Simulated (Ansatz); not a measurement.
C4H14OSi2, charge -1, doublet, at a GFN2-xTB geometry (a state made from the parent by changing its charge; the spin is typed, not shown lowest) (a gas-phase anion, which may not be bound at this level); B3LYP5/STO-3G (Ansatz, a program for electronic structure).

The Ansatz input:
Ansatz 0.2 input:
```yaml
crystal:
  periodic: [false, false, false]
  atoms:
    - {symbol: C, position_ang: [2.02132192, 1.63145854, 0.21056039]}
    - {symbol: Si, position_ang: [2.05165419, -0.21747853, 0.68137268]}
    - {symbol: C, position_ang: [2.05606240, -1.45971733, -0.76754961]}
    - {symbol: O, position_ang: [-0.14046649, -0.21625044, 0.57933165]}
    - {symbol: Si, position_ang: [-1.64043576, -0.02514114, 0.23950010]}
    - {symbol: C, position_ang: [-2.09452933, 1.69651397, -0.47741484]}
    - {symbol: C, position_ang: [-2.33141281, -1.27747502, -1.03979148]}
    - {symbol: H, position_ang: [1.02815675, 1.93124373, -0.11045888]}
    - {symbol: H, position_ang: [2.28468350, 2.23716642, 1.07463572]}
    - {symbol: H, position_ang: [2.72548174, 1.87259649, -0.58366520]}
    - {symbol: H, position_ang: [1.73070312, -0.65297435, 2.04152332]}
    - {symbol: H, position_ang: [2.36625027, -2.44087879, -0.41520266]}
    - {symbol: H, position_ang: [2.73805131, -1.16871338, -1.56438769]}
    - {symbol: H, position_ang: [1.06069233, -1.56152446, -1.19001985]}
    - {symbol: H, position_ang: [-2.52998837, -0.17721210, 1.43415544]}
    - {symbol: H, position_ang: [-1.58516781, 1.88451491, -1.42080602]}
    - {symbol: H, position_ang: [-3.16281873, 1.80890438, -0.65447385]}
    - {symbol: H, position_ang: [-1.79329344, 2.48207662, 0.21263964]}
    - {symbol: H, position_ang: [-2.17206538, -2.29593493, -0.69236560]}
    - {symbol: H, position_ang: [-1.83334353, -1.18461248, -2.00297615]}
    - {symbol: H, position_ang: [-3.39932081, -1.15265428, -1.21029679]}
basis:
  gaussian:
    orbitals: STO-3G
hamiltonian:
  xc: b3lyp5
total_charge: -1
magnetization: {spin_polarized: true, initial_magnetization: 1}
```

What the program printed (banner, timings and long lists left out):

```
Functional definition: B3LYP5
748 factors; integrals over basis functions are off by at most 3.9e-5 eV
mean field evaluation 1: about -21901.6740 eV, gradient 2.1e1 eV
mean field evaluation 2: about -21890.3257 eV, gradient 5.6e1 eV
mean field evaluation 4: about -21904.6887 eV, gradient 1.6e0 eV
mean field evaluation 8: about -21904.6280 eV, gradient 3.5e-2 eV
mean field evaluation 16: about -21904.6280 eV, gradient 4.7e-5 eV
mean field -21904.62800052 eV, -804.9802315291 hartree, gradient 4.7e-5 eV, S^2 0.750291; 0 other end points of the search recorded, 0 dependent functions left out
reference -21904.62826217 eV, -804.9802411443 hartree; 38, 37 occupied and 19, 20 virtual orbitals, 748 factors
Total energy: -21904.62826217 eV, -804.9802411443 hartree
```
